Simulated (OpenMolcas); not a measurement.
Potential curves of PBr: spin–orbit levels

Computed with OpenMolcas 26.06: state-averaged CASSCF(10,7) over Br 4p, P 3s 3p, XMS-CASPT2 (IPEA 0.25, imaginary shift 0.2 hartree), scalar X2C, ANO-RCC-VTZP, then RASSI spin–orbit state interaction with atomic mean-field integrals. C2 symmetry about the axis (a holds Σ, Δ, Γ; b holds Π, Φ, H; Σ⁺ and Σ⁻ are not told apart); roots by multiplicity and irrep: 3a 5, 1a 6, 3b 4, 1b 2, 5b 2, 5a 1.

XMS-CASPT2 energies with spin–orbit state interaction in eV from the lowest point. Curves are followed by energy order within each symmetry, so they are adiabatic and may change character at avoided crossings; for Ω = 0 the + and − levels are counted together.

```csv
R (Å),(1)Ω=0,(1)Ω=1,(1)Ω=2,(2)Ω=0,(3)Ω=1,(1)Ω=3,(3)Ω=2
2.003,0.373,0.376,1.228,1.890,5.086,5.945,5.063
2.102,0.080,0.082,0.962,1.647,4.546,5.246,4.690
2.201,0.000,0.002,0.934,1.624,4.147,4.789,4.520
2.311,0.077,0.079,1.048,1.762,3.877,4.507,4.464
2.421,0.264,0.265,1.266,2.004,3.739,4.328,4.355
2.575,0.625,0.626,1.659,2.430,3.698,3.730,3.764
```

The 7 lowest clean curves are shown; the next is (4)Ω=1, from 3.79 eV. Left out for impure symmetry, kinks or missing points, though low: (3)Ω=0, (4)Ω=0, (2)Ω=1, (2)Ω=2. Only roots inside an energy window near the equilibrium distance were included, so the list of states is not complete; labels number the states computed. Each spin and symmetry block has orbitals of its own, averaged over its own roots, so gaps between blocks are less sure than gaps within one and near the minimum can be off by tenths of an eV, in bad cases by more. No Rydberg orbitals are active, so Rydberg states, and σ→σ* states whose orbital the CASSCF left unused, can be missing between those listed. CASPT2 splits the two components of degenerate states numerically, here by up to 97 cm⁻¹. Points that failed a check (symmetry, reference weights, a jump) are left out.
